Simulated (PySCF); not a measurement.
Where the electron goes

C₂H₁₀P₂Si.
Atom-mapped SMILES: `[CH3:1][P:2]([CH3:3])[PH:4][SiH3:5]` (hydrogens: H6, H7, H8 on C1; H9, H10, H11 on C3; H12 on P4; H13, H14, H15 on Si5)

Cartesian coordinates in Å at the GFN2-xTB level; atoms count from 1:
```
atom  x, y, z in Å
C1    -1.372    0.650   -0.927
P2    -0.455   -0.834   -0.305
C3    -1.553   -1.241    1.131
P4     1.107    0.215    0.796
Si5    2.406    0.737   -0.954
H6    -1.520    1.381   -0.133
H7    -2.339    0.323   -1.307
H8    -0.812    1.104   -1.743
H9    -2.487   -1.655    0.752
H10   -1.063   -1.991    1.750
H11   -1.756   -0.353    1.728
H12    1.775   -0.964    1.097
H13    2.307   -0.214   -2.064
H14    3.777    0.787   -0.446
H15    1.982    2.065   -1.408
```

The calculation used TDDFT PBE0/def2-SVPD, vertical, gas phase, core orbitals frozen in the response (PySCF 2.14.0, density-fitted response routines).

Kohn–Sham orbitals with the atoms that hold most of them (Löwdin shares over 4%, at most four atoms; ? is withheld):

| orbital | ε (eV) | atoms |
| --- | --- | --- |
| HOMO-3 | -9.22 | C1 19%, P4 18%, P2 14%, H12 12% |
| HOMO-2 | -8.59 | P4 25%, P2 23%, Si5 14%, C3 13% |
| HOMO-1 | -8.04 | P4 42%, P2 18%, Si5 15%, C3 5% |
| HOMO | ? | ? |
| LUMO | -0.14 | ? |
| LUMO+1 | 0.29 | Si5 30%, P4 20%, H14 10%, H13 6% |
| LUMO+2 | 0.43 | Si5 29%, P4 17%, P2 11%, H14 9% |

Problem. Which atoms hold the HOMO, and with what shares?

Solution. P2 (bonded to 2 C and P) 46%; P4 (bonded to P, Si and H) 30%; C3 (bonded to P and 3 H) 7%; C1 (bonded to P and 3 H) 6%. By element: phosphorus 76%, carbon 14%.

Problem. Give the leading atoms of the LUMO.

Solution. P4 (bonded to P, Si and H) 31%; P2 (bonded to 2 C and P) 22%; Si5 (bonded to P and 3 H) 15%; C1 (bonded to P and 3 H) 6%. By element: phosphorus 53%, silicon 15%, carbon 6% or more.

Problem. What is the HOMO energy, and the HOMO–LUMO gap?

Solution. ε(HOMO) = -6.21 eV; the gap is 6.08 eV (0.2233 hartree).

Problem. The HOMO–LUMO gap is 6.08 eV. Where does the response calculation put the lowest singlet, and from which orbitals?

Solution. S1 is at 4.97 eV (f = 0.075), 1.11 eV below the gap, made of HOMO→LUMO (93%). 

Problem. One configuration dominates each of S1, S2 and S7. Which, and how do the shares of the two leading atoms of either orbital change from the occupied to the empty one?

Solution. 
- S1 (4.97 eV, f 0.075), HOMO→LUMO (93%): P2 46% → 22%, P4 30% → 31%
- S2 (5.42 eV, f 0.064), HOMO→LUMO+1 (89%): P2 46% → at most 7%, P4 30% → 20%, Si5 at most 7% → 30%
- S7 (6.59 eV, f 0.0049), HOMO-1→LUMO (92%): P4 42% → 31%, P2 18% → 22%

Löwdin shares depend on the basis, the more so with diffuse functions.

One conformer stands for the species.
